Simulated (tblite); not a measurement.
Species: C₂H₇NPSi (doublet state).
SMILES with atom numbers: `[CH3:1]/[N:2]=[CH:3]\[SiH:4][PH2:5]` (hydrogens: H6, H7, H8 on C1; H9 on C3; H10 on Si4; H11, H12 on P5)
Bond orders are those of one Lewis drawing.

Computed with GFN2-xTB (tblite), gas phase: L-BFGS steps from a force-field or distance-geometry start until the largest atomic force falls under 0.01 eV/Å.

Step 78: E = -406.2910 eV
```
atom  x, y, z in Å  |  force x, y, z in eV/Å
C1     -2.2706   -0.3648    0.1946   -0.022   0.002  -0.017
N2     -1.1888   -1.2361    0.5018    0.022   0.041  -0.007
C3      0.0177   -0.8672    0.4113   -0.019   0.002   0.020
Si4     0.7813    0.7547   -0.1681   -0.014  -0.001  -0.049
P5      2.9583    0.8822    0.2758   -0.030   0.005  -0.021
H6     -1.9714    0.6862    0.0964   -0.031  -0.033  -0.009
H7     -2.7122   -0.6935   -0.7499   -0.010  -0.002   0.028
H8     -3.0333   -0.4695    0.9683    0.048   0.007  -0.007
H9      0.7460   -1.6492    0.6237   -0.001  -0.014  -0.006
H10     0.1246    2.0255    0.1703    0.054  -0.004   0.017
H11     3.3290    1.3595   -0.9723   -0.023  -0.013   0.050
H12     3.2205   -0.4284   -0.0838    0.025   0.010   0.000
```

Step 79: E = -406.2919 eV
```
atom  x, y, z in Å  |  force x, y, z in eV/Å
C1     -2.2694   -0.3681    0.1850   -0.026   0.032  -0.004
N2     -1.1881   -1.2386    0.4971   -0.007   0.064  -0.016
C3      0.0175   -0.8660    0.4162   -0.015   0.022   0.010
Si4     0.7794    0.7590   -0.1598   -0.023   0.029  -0.043
P5      2.9599    0.8841    0.2682   -0.029   0.017  -0.010
H6     -1.9690    0.6817    0.0685   -0.015  -0.057  -0.019
H7     -2.7245   -0.7084   -0.7493    0.004  -0.011   0.047
H8     -3.0225   -0.4539    0.9702    0.032  -0.011  -0.013
H9      0.7464   -1.6442    0.6344    0.018  -0.039  -0.004
H10     0.1288    2.0262    0.2086    0.058  -0.022   0.009
H11     3.3283    1.3554   -0.9829   -0.032  -0.012   0.049
H12     3.2143   -0.4277   -0.0881    0.035  -0.012  -0.004
```

Step 80: E = -406.2931 eV
```
atom  x, y, z in Å  |  force x, y, z in eV/Å
C1     -2.2690   -0.3712    0.1720   -0.039   0.050  -0.009
N2     -1.1901   -1.2424    0.4888   -0.002   0.087  -0.021
C3      0.0154   -0.8665    0.4231   -0.027   0.038  -0.005
Si4     0.7777    0.7634   -0.1425   -0.001   0.004  -0.050
P5      2.9637    0.8894    0.2595   -0.031   0.020  -0.009
H6     -1.9637    0.6742    0.0243   -0.002  -0.078  -0.025
H7     -2.7458   -0.7317   -0.7444    0.020  -0.010   0.074
H8     -3.0065   -0.4279    0.9745    0.016  -0.021  -0.018
H9      0.7433   -1.6431    0.6459    0.038  -0.057  -0.002
H10     0.1402    2.0252    0.2577    0.031   0.007   0.017
H11     3.3227    1.3532   -0.9973   -0.041  -0.009   0.053
H12     3.2132   -0.4231   -0.0935    0.040  -0.031  -0.004
```

Problem. Estimate the geometry and energy of step 81. (The exact step hangs on the optimiser's Hessian estimate; all steps are aligned on step 80, rigid shifts and turns removed.)

Solution. E = -406.2950 eV, largest force 0.112 eV/Å
```
atom  x, y, z in Å  |  force x, y, z in eV/Å
C1     -2.2682   -0.3739    0.1530   -0.038   0.080   0.004
N2     -1.1925   -1.2443    0.4807   -0.025   0.093  -0.026
C3      0.0127   -0.8682    0.4324   -0.017   0.046  -0.023
Si4     0.7742    0.7674   -0.1248   -0.020   0.072  -0.030
P5      2.9656    0.8983    0.2443   -0.019   0.009   0.029
H6     -1.9560    0.6622   -0.0482    0.012  -0.110  -0.017
H7     -2.7737   -0.7682   -0.7338    0.019  -0.014   0.097
H8     -2.9812   -0.3843    0.9799    0.000  -0.024  -0.047
H9      0.7368   -1.6453    0.6621    0.058  -0.058   0.001
H10     0.1540    2.0198    0.3408    0.037  -0.046  -0.007
H11     3.3150    1.3513   -1.0176   -0.048   0.003   0.026
H12     3.2143   -0.4154   -0.1008    0.042  -0.050  -0.007
```

The energy changes by -0.0019 eV. The first-order estimate −F·Δx gives -0.0028 eV and the mean of the old and new forces, exact on a quadratic surface, -0.0018 eV. The step makes an angle of 85° with the force vector and moves no atom by more than 0.084 Å.

The cost below is that of the whole relaxation. The run took 0.61 s wall on one thread, Arm Neoverse V2 (aarch64), shared host with 96 logical CPUs at a one-minute load of 80.
